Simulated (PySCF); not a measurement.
**Electron correlation in Cr⁻ (chromium, charge -1)**

[Ar] 3d5 4s2, high-spin 6S determinant. All numbers are calculated (PySCF 2.14, scalar relativity by spin-free X2C-1e, in aug-cc-pVDZ-DK). Frozen: [Ar]; 7 electrons correlated.

MP2 pair energies summed by pair of shells (mhartree):

```
 pair  energy  share (%)
3d-3d  -71.09       72.5
3d-4s  -17.10       17.4
4s-4s   -9.88       10.1
```

Total MP2 correlation energy: -98.07 mhartree.

Same-spin part -82.86 and opposite-spin part -15.21 mhartree; SCS-MP2 scales them by 1/3 and 6/5 to -45.87 mhartree.

The Hartree-Fock reference does not bind the outermost electron (its level is positive or very diffuse), so these energies belong to a reference that the basis holds together.
